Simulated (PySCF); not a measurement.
Start geometry of `c1c(pc(F)cc1)C` from GFN2-xTB (Å):
```
atom  x, y, z in Å
C1    -2.3036   -0.3675   -0.1392
C2    -0.8058   -0.2708   -0.0871
C3    -0.2283    0.9428    0.2438
C4     1.1348    1.1695    0.3278
C5     2.0713    0.1791    0.0821
C6     1.6971   -1.0995   -0.2626
F7     2.6929   -1.9952   -0.4821
P8     0.0850   -1.7256   -0.4563
H9    -2.7057    0.3315   -0.8721
H10   -2.7359   -0.1173    0.8293
H11   -2.6199   -1.3726   -0.4102
H12   -0.8944    1.7712    0.4512
H13    1.4849    2.1560    0.5946
H14    3.1269    0.3980    0.1587
```

Q: What comes out of this run: PBE0/def2-SV(P) geometry optimisation, gas phase in PySCF 2.14.0?

A: 
```
atom  x, y, z in Å
C1    -2.503   -0.475   -0.259
C2    -0.999   -0.377   -0.205
C3    -0.411    0.847    0.122
C4     0.964    1.057    0.204
C5     1.904    0.055   -0.036
C6     1.529   -1.234   -0.377
F7     2.510   -2.119   -0.586
P8    -0.105   -1.835   -0.563
H9    -2.919    0.229   -1.002
H10   -2.950   -0.222    0.720
H11   -2.842   -1.489   -0.530
H12   -1.073    1.698    0.329
H13    1.327    2.055    0.470
H14    2.976    0.271    0.041
```

The energy falls by 4.7 kJ/mol over 6 energy and gradient evaluations, the largest force component goes from 0.0180 to 8.5e-05 Eh/bohr, and the atoms move by 0.023 Å rms after alignment. The bond that changes most is C6–F7 (aromatic C–F carbon to aryl fluorine), which shortens by 0.020 Å. Bonds longer at the end by more than 0.005 Å: 12 of 14; shorter: 1. Rotational constants go from 3034, 1539, 1027 to 3022, 1520, 1018 MHz. The orientation of the end geometry is arbitrary; only internal coordinates are fixed.

The run used 128 basis functions and 41 SCF cycles in all. The run took 29 s on Arm Neoverse V2, one thread, shared host with 96 logical CPUs at a one-minute load of 47, and the process peaked at 0.57 GiB of memory.

No frequency check.
